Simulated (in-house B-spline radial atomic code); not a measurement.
## Ionising Kr IX (Kr8+) with different functionals

Computed with an all-electron radial atomic-structure program (B-spline basis): four-component Dirac-Coulomb Hamiltonian, Fermi nucleus of rms radius 4.1884 fm, spin-restricted, spherical fractional occupations for the functionals. The ionisation energy is the difference of two self-consistent energies, [Ar] 3d10 → [Ar] 3d9, without Breit or QED terms; ε is the level of the shell that loses the electron (mean over j). The electron is taken from both j subshells in proportion to 2j + 1, so the result is a j average, not the step between ground levels.

Hybrids are left out here: with spherical fractional occupations of an open shell their exact exchange keeps a self-interaction that integer-occupation calculations don't have.

```tsv
method	rung	ΔSCF (eV)	-ε(3d) (eV)
LDA VWN5	LDA	233.95	215.50
relativistic LDA	LDA	233.94	215.49
LDA PW92	LDA	233.93	215.49
LDA exchange-only	LDA	231.60	213.18
PBE	GGA	233.65	215.20
PBEsol	GGA	233.58	215.13
BLYP	GGA	233.51	215.06
RPBE	GGA	?	?
PW91	GGA	233.84	215.38
BP86	GGA	?	?
AM05	GGA	233.64	215.18
OLYP	GGA	234.70	216.19
```

(1) What does RPBE give?

(2) What does BP86 give?

(3) How do they compare with the NIST value?

Results:

(1) ΔSCF 233.57 eV, and -ε(3d) = 215.11 eV.

(2) ΔSCF 233.72 eV, and -ε(3d) = 215.26 eV.

(3) NIST lists 233.0 eV ± 0.7 (semi-empirical, ground level to ground level). Errors run from -1.40 to +1.70 eV; BLYP is closest (+0.51 eV), though others lie within the uncertainty of it, and part of that can be cancellation, since the calculations leave out Breit-QED terms, spin polarisation, the choice among j levels, multiplet and fine-structure energies.
